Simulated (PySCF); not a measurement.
[Bi(SH)2]+ relaxed at several levels

Computed with PySCF 2.14.0, def2-SVP on the ligands, density fitting, scalar-relativistic core potentials, no spin-orbit coupling, vacuum. Each row is relaxed at its own level from the same template. Distances are means of the shortest metal–ligand contacts, charges and spins Mulliken's; removal energies are rigid, with the ligand's formal charge and no counterpoise, so too large; for an anion taken off a cation in vacuum most of it is the attraction of opposite charges, and multiply charged cations can part far more cheaply with an electron moved from ligand to metal.

```
level   basis on the metal  point group  M–SH (Å)  charge on M (e)  HOMO–LUMO gap (eV)  removal of one SH (eV)  strongest infrared band, degenerate modes summed (cm⁻¹)  unstable modes (below −25 cm⁻¹)
 BP86  def2-SVP with ECP60           Cs     2.496             0.80                2.04                   16.26                                                      266                                0
```

Q: What does the calculation give for r2SCAN, def2-SVP with ECP60?

A: point group: Cs, M–SH (Å): 2.474, charge on M (e): 0.87, HOMO–LUMO gap (eV): 2.35, removal of one SH (eV): 16.27, unstable modes (below −25 cm⁻¹): not given.
```xyz
5

Bi    0.0000   -1.3932    0.3632
S     0.0000    0.1406    2.3019
H     0.0000    1.2974    1.5890
S     0.0000    0.3776   -1.3665
H     0.0000   -0.4948   -2.4088
```

Moved off a saddle point of the template and relaxed again: BP86, r2SCAN. One start shape was tried for each, so a minimum needn't be the lowest isomer.
